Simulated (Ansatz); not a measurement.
System: B2, charge 0, triplet. B2 (SMILES [B][B], triplet).
B3LYP-D3(BJ)/def2-TZVP minimum from Ansatz (an electronic-structure program):
```xyz
2

B      0.0000     0.0000    -0.7840
B      0.0000     0.0000     0.7840
```
Charge 0, spin multiplicity 3.

Hartree-Fock and CCSD correlation energies in hartree (Ansatz). Open shells are spin-unrestricted; no spin-orbit coupling. Cores are frozen in correlated methods. No relativity. The UHF reference of B2 ([B][B], triplet) is spin-contaminated (<S^2> up to 0.91 over the pure value in the sets run).

| basis | X | E(HF) | E(corr, CCSD) |
|---|---|---|---|
| cc-pVTZ | 3 | -49.15139 | -0.12931 |
| cc-pVQZ | 4 | -49.15383 | -0.13430 |
| cc-pV5Z | 5 | -49.15425 | withheld |

Fit E(corr) = E∞ + A/X³ to X = 3 and 4, predict X = 5, and compare with the run.

A = (-0.12931 - (-0.13430))/(1/27 - 1/64) = 0.2330; E∞ = -0.13430 - A/64 = -0.13794; at X = 5, E∞ + A/125 = -0.13608. The run gave -0.13580, 0.28 mEh above the prediction. The same form on X = 4 and 5 gives E∞ = -0.13737, 0.57 mEh above the first estimate.
